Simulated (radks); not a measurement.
Question: Radial electron density D(r) = 4 pi r^2 rho(r) of an atom or ion with 34 electrons. Method: Dirac Kohn-Sham, PBE, spin-unpolarised, spherical densities, point nucleus; computed with a radial shooting solver on a logarithmic mesh with Libxc functionals.

r (bohr)  D(r) (e/bohr)
0.002624          3.042
0.002982          3.790
0.003389          4.706
0.003883          5.895
0.004413          7.252
0.005016          8.875
0.005747          10.93
0.006531          13.19
0.007483          15.98
0.008505          18.96
0.009666          22.27
0.01107           26.09
0.01259           29.87
0.01431           33.71
0.01639           37.63
0.01863           40.96
0.02117           43.67
0.02426           45.62
0.02757           46.40
0.03133           46.09
0.0359            44.67
0.0408            42.65
0.04637           40.50
0.05312           38.81
0.06038           38.46
0.06862           39.80
0.07862           43.08
0.08936           47.38
0.1024            52.00
0.1164            54.94
0.1322            55.28
0.1515            52.20
0.1722            46.61
0.1957            40.01
0.2242            34.21
0.2548            31.66
0.2896            32.41
0.3318            35.58
0.3771            38.49
0.4286            39.12
0.4911            36.09
0.5582            30.19
0.6344            22.92
0.7268            15.75
0.826             10.82
0.9388            7.953
1.076             6.599
1.222             6.035
1.401             5.395
1.592             4.446
1.809             3.250
2.073             2.006
2.356             1.095
2.677            0.5118
3.068            0.1893
3.486           0.06075
3.963           0.01563
4.54           0.002809
5.16          0.0004186

What is the nuclear charge?

Answer: Z = 37. The innermost maximum, from 1s, lies near gamma/Z bohr with gamma = sqrt(1 - (Z/c)^2) = 0.963, here 0.026 bohr (found: 0.0282), and its height grows with Z. The density is that of the rubidium ion Rb3+ in [Ar] 3d10 4s2 4p4; the configuration itself is not fixed sharply by these data, and Z only to a few units. D(r) has 3 maxima, at r = 0.0282, 0.126, 0.412 bohr, and minima at 0.0585, 0.263 bohr, inside which lie 2.08, 11.05 electrons.
